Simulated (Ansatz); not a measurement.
`[OH][AlH][Cl]` + `O[SiH3]` → `[OH][AlH][SiH2]O` + HCl  (formal exchange of groups at the Al–Cl bond)

Gas-phase electronic energies from Ansatz, PBE0-D4/def2-TZVP geometries. CCSD(T)/CBS adds triple-zeta CCSD(T) − MP2 to the extrapolated MP2 energy (def2 sets, frozen cores). This one scheme is used for every species. Functionals use def2-TZVPP. HSE06 is defined as in plane-wave codes. Each species was taken in one conformer, which may not be the lowest.

`[OH][AlH][Cl]`:

```xyz
5

O    -0.385    1.013   -0.696
Al   -0.084   -0.481    0.020
Cl    1.262   -0.614    1.621
H     0.022    1.833   -0.422
H    -0.816   -1.751   -0.522
```

`O[SiH3]`:

Cartesian coordinates in Å:
```
O -1.212 0.206 0.361
Si 0.319 -0.223 -0.072
H -1.449 1.132 0.310
H 0.609 0.132 -1.488
H 0.395 -1.691 0.105
H 1.338 0.444 0.784
```

`[OH][AlH][SiH2]O`:

Z-matrix (Å, degrees):
```
Si
Al 1 2.472
O 1 1.665 2 112.2
H 1 1.497 2 111.7 3 124.4
H 1 1.490 2 111.2 3 -116.9
O 2 1.701 1 118.2 3 8.0
H 2 1.584 1 126.4 3 -171.7
H 3 0.958 1 116.9 2 72.5
H 6 0.956 2 122.4 1 3.9
```

HCl:

Z-matrix (Å, degrees):
```
Cl
H 1 1.279
```

CCSD(T)/CBS gives +183.2 kJ/mol.

Task: Another level gave +181.6 kJ/mol. Which?
A. revPBE-D4/def2-TZVPP
B. CCSD(T)/def2-TZVPP
C. HSE06/def2-TZVPP
D. MP2/def2-TZVPP

Result: B. CCSD(T)/def2-TZVPP 181.6, HSE06 172.3, revPBE-D4 161.8, MP2/def2-TZVPP 193.6 kJ/mol.

Task: What do rigid-rotor, harmonic-oscillator terms from PBE0-D4/def2-TZVP frequencies (298.15 K, 1 bar) make of the CCSD(T)/CBS value? (Best estimate.)

Result: The calculation gave: ΔZPE = -5.7 kJ/mol, ΔH = +181.5 kJ/mol, ΔS = -3 J/(mol·K), ΔG = +182.4 kJ/mol.

Largest T1 diagnostic among the species: 0.013.

From r2SCAN to r2SCAN0 (25 % exact exchange), in def2-TZVPP and without D4, ΔE moves by +4.0 kJ/mol. In def2-TZVPP, CCSD(T) changes the Hartree–Fock value by −24.7 kJ/mol (the triples alone add −2.6 kJ/mol) and MP2 by −12.7 kJ/mol.
